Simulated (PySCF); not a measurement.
BiH2(OEt), C₂H₇BiO.
Bonds: Bi1–O4, O4–C5, C5–C6. Hydrogens: H2, H3 on Bi1; H7, H8 on C5; H9, H10, H11 on C6.

A GFN2-xTB structure was refined with PBE0-D3(BJ)/def2-SVP geometry optimisation, gas phase, def2 core potentials past Kr (PySCF). Its GFN2-xTB values:

| coordinate | GFN2-xTB |
| --- | --- |
| Bi1–H2 | 1.718 Å |
| Bi1–H3 | 1.890 Å |
| Bi1–O4 | 2.078 Å |
| O4–C5 | 1.453 Å |
| C5–C6 | 1.488 Å |
| C5–H7 | 1.145 Å |
| C6–H9 | 1.121 Å |
| H2–Bi1–H3 | 87.2° |
| H3–Bi1–O4 | 90.2° |
| O4–C5–C6 | 111.1° |
| O4–C5–H7 | 106.2° |
| C5–C6–H9 | 107.5° |
| C6–C5–H7 | 111.5° |
| H9–C6–H10 | 110.1° |
| H10–C6–H11 | 111.0° |
| Bi1–O4–C5–C6 | 179° |

Q: How do these coordinates change at the PBE0-D3(BJ)/def2-SVP level?

A: 
```csv
coordinate,PBE0-D3(BJ)/def2-SVP (Å or °),change
Bi1–H2,1.800,+0.082
Bi1–H3,1.813,-0.077
O4–C5,1.397,-0.056
Bi1–O4,2.113,+0.035
C5–H7,1.114,-0.031
C5–C6,1.514,+0.026
C6–H9,1.101,-0.020
O4–C5–H7,112.5,+6.3
H3–Bi1–O4,94.7,+4.5
C5–C6–H9,111.1,+3.6
H10–C6–H11,107.9,-3.1
H2–Bi1–H3,90.1,+2.9
C6–C5–H7,108.9,-2.6
O4–C5–C6,108.6,-2.5
H9–C6–H10,108.7,-1.4
Bi1–O4–C5–C6,-174,+7
```

The energy falls by 31.4 kJ/mol over 17 energy and gradient evaluations, the largest force component goes from 0.0502 to 2.0e-04 Eh/bohr, and the atoms move by 0.659 Å rms after alignment. The bond that changes most is Bi1–H2 (ends: bismuth bonded to O and 2 H; hydrogen on bismuth), which lengthens by 0.082 Å. Bonds longer at the end by more than 0.005 Å: 6 of 10; shorter: 4. Among the dihedrals that turn most is H3–Bi1–O4–C5, from -128° to -57°. Rotational constants go from 23338, 1223, 1197 to 23316, 1218, 1194 MHz.

The run used 103 basis functions and 119 SCF cycles in all.

Stationary, but not proved a minimum. The numbers are those of one conformer.
